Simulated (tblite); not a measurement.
Compound: C5H9ClO2Si.
Numbering: `[CH3:1][O:2][C:3](=[O:4])[SiH2:5][CH2:6]/[CH:7]=[CH:8]\[Cl:9]` (hydrogens: H10, H11, H12 on C1; H13, H14 on Si5; H15, H16 on C6; H17 on C7; H18 on C8)

Structure optimised with GFN2-xTB, isolated species.

**Question.** Give the optimised bond lengths and angles.

**Answer.** 
| bond | length (bohr) | order |
| --- | --- | --- |
| C1–O2 | 2.692 | single |
| O2–C3 | 2.523 | single |
| C3=O4 | 2.280 | double |
| C3–Si5 | 3.621 | single |
| Si5–C6 | 3.629 | single |
| C6–C7 | 2.809 | single |
| C7=C8 | 2.501 | double |
| C8–Cl9 | 3.256 | single |
| C1–H10, C1–H11, C1–H12 | 2.061 | single |
| Si5–H13, Si5–H14 | 2.765 | single |
| C6–H15, C6–H16 | 2.060 | single |
| C7–H17 | 2.041 | single |
| C8–H18 | 2.035 | single |

Bonds in one row agree within 0.02 bohr and their mean is given. Orders are formal, as drawn. A selection of angles:
| angle | degrees |
| --- | --- |
| C1–O2–C3 | 118.2 |
| O2–C3–O4 | 124.1 |
| O2–C3–Si5 | 110.5 |
| O4–C3–Si5 | 125.4 |
| C3–Si5–C6 | 105.7 |
| Si5–C6–C7 | 110.7 |
| C6–C7–C8 | 125.1 |
| C7–C8–Cl9 | 122.6 |

Torsions: C1–O2–C3–O4 -2° (synperiplanar); O2–C3–Si5–C6 -94° (anticlinal); C3–Si5–C6–C7 -51° (synclinal); Si5–C6–C7–C8 91° (anticlinal); C6–C7–C8–Cl9 1° (synperiplanar). The mirror-image conformer, all signs reversed, is as good.

The C–O distances run from 1.207 Å (C3=O4, drawn double) to 1.425 Å (C1–O2, drawn single), a spread of 0.218 Å. Si5 (SiH2 silicon) is distorted tetrahedral (angles from 105.7° to 113.5°). Of the pairs four or more bonds apart, O4···H12 is among the closest relative to their van der Waals radii: 2.31 Å, 85 % of the sum of Bondi's values. The C–C distances run from 1.323 Å (C7=C8, drawn double) to 1.486 Å (C6–C7, drawn single), a spread of 0.163 Å.

Point group: C1 (no symmetry element, even within 0.4 Å). GFN2-xTB frequencies show an imaginary mode (38i cm⁻¹), so the point is no minimum at that level. 3 starts were optimised and ended at 0.00, 0.70 and 0.82 kcal/mol (GFN2-xTB); the lowest of these is shown.

These are computed values.
